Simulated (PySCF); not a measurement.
# Polarisability and C₆ of In (indium, neutral)

[Kr] 4d10 5s1 5p2, high-spin 4P determinant (an excited configuration). Computed with PySCF 2.14 in dyall-av2z, with no relativity, point nucleus. Coupled (time-dependent) response in atomic units; α is the mean over directions. A double-zeta set is small for polarisabilities.

| method | mean α (bohr³) | α xx, yy, zz | C₆ (like pair) | S(−4) |
| --- | --- | --- | --- | --- |
| M06 | 78.41 | 63.90, 85.67, 85.67 | 819.2 | 3142 |

S(−4) is the Cauchy moment in α(ω) = α(0) + S(−4) ω² + …

Spin-orbit coupling is absent.

α(iu) at M06:

```tsv
u (hartree)	α(iu) (bohr³)
0	78.41
0.0500	71.52
0.100	57.70
0.200	34.54
0.300	21.69
0.500	10.58
0.750	5.585
1.00	3.468
1.50	1.735
2.00	1.055
3.00	0.5229
5.00	0.2168
```

A single London oscillator, α(iu) = α/(1 + u²/ω²), gives C₆ = (3/4) ω α². Matching the computed C₆ needs ω = 4 × 819.2 / (3 × 78.41²) = 0.178 hartree.

The components differ because the open shell of this determinant is not spherical; for a pure term their mean is the scalar polarisability.

A non-relativistic calculation at this Z misses sizeable relativistic shifts.
